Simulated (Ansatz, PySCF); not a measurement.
This PySCF input computes a B3LYP/def2-TZVPD energy:

```python
from pyscf import gto, scf, dft

mol = gto.M(
    atom='''
    Ge   -0.00295088   -0.00102521    0.06606827
    H     0.03968345   -1.12074649   -1.07507425
    H     0.05474478    1.15355319   -1.03911028
    ''',
    basis='def2-tzvpd',
    charge=0,
    spin=0,
    verbose=4,
)

mf = dft.RKS(mol, xc='b3lyp').density_fit(auxbasis='def2-universal-jkfit')
mf.grids.level = 3
mf.conv_tol = 1e-9
mf.max_cycle = 100
mf.max_memory = 1500
mf.kernel()
if not mf.converged:
    mf = mf.newton()
    mf.kernel(mf.make_rdm1())
mf.analyze()
```

**Question.** Write an input for the same energy in Ansatz (an electronic-structure program) and say what it gives.

**Answer.** 
Ansatz 0.2 input:
```yaml
crystal:
  periodic: [false, false, false]
  atoms:
    - {symbol: Ge, position_ang: [-0.00295088, -0.00102521, 0.06606827]}
    - {symbol: H, position_ang: [0.03968345, -1.12074649, -1.07507425]}
    - {symbol: H, position_ang: [0.05474478, 1.15355319, -1.03911028]}
basis:
  gaussian:
    orbitals: def2-TZVPD
hamiltonian:
  xc: {name: B3LYP}
output: {forces: true}
```
It gives -2078.19723 Eh, and PySCF -2078.19729 Eh, a difference of 0.06 mEh, from the treatment of integrals and grids.
